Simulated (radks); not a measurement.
The numbers below are computed, except where a source is named.
Dynamic dipole polarisability and lines of the praseodymium ion Pr5+, [Xe]. Code: a radial shooting solver on a logarithmic mesh with Libxc functionals. Model: scalar-relativistic Kohn-Sham, LDA (Slater exchange, VWN5 correlation), spin-polarised, spherical densities, finite nucleus; Fermi nuclear charge, rms radius of each element as measured or else 0.836 A^(1/3) + 0.57 fm. Time-dependent linear response with the Hartree and adiabatic LDA kernel, continuum included through the Sternheimer equations, no spin-orbit coupling, so fine structure and intercombination lines are absent. Lines are the poles of the dipole polarisability below minus the highest occupied eigenvalue, found on a grid refined at the orbital gaps; the lowest seven at most are given, and weak or close lines can be missed. The first line takes the name of the lowest orbital gap if no other gap lies below it; otherwise a line is named after a gap within 0.6 % of it, if that gap stands alone.

photon energy (eV)  alpha (bohr^3)
0                            4.550
1.264                        4.555
6.319                        4.689
11.374                       5.036
16.430                       5.714
21.485                       7.047
26.540                       10.23
31.596                       25.01
36.651                      -6.839
41.706                      -9.106
46.762                      -4.226
51.817                      -1.977
56.872                      -3.200
61.928                      -1.112
66.983                     -0.9286
72.038                     -0.9563

Lines (eV, oscillator strength): 34.260 (36.19 nm, 5p-5d), f = 5.20; 37.543 (33.02 nm, 5p-6s), f = 1.36; 54.115 (22.91 nm, unassigned), f = 0.140; 55.837 (22.20 nm, 5p-7s), f = 0.179; 62.814 (19.74 nm, 5p-7d), f = 0.0144; 63.582 (19.50 nm, unassigned), f = 0.0660; 65.186 (19.02 nm, unassigned), f = 0.0378. Higher lines, where found, are left out when the end of the mesh affects them. Those listed give 90 % of the static polarisability (sum of f/w^2). Orbital energy gaps for comparison: 5p-5d 27.817 eV; 5p-6s 37.354 eV; 5p-6d 53.422 eV; 5p-7s 55.800 eV; 5p-7d 62.615 eV.
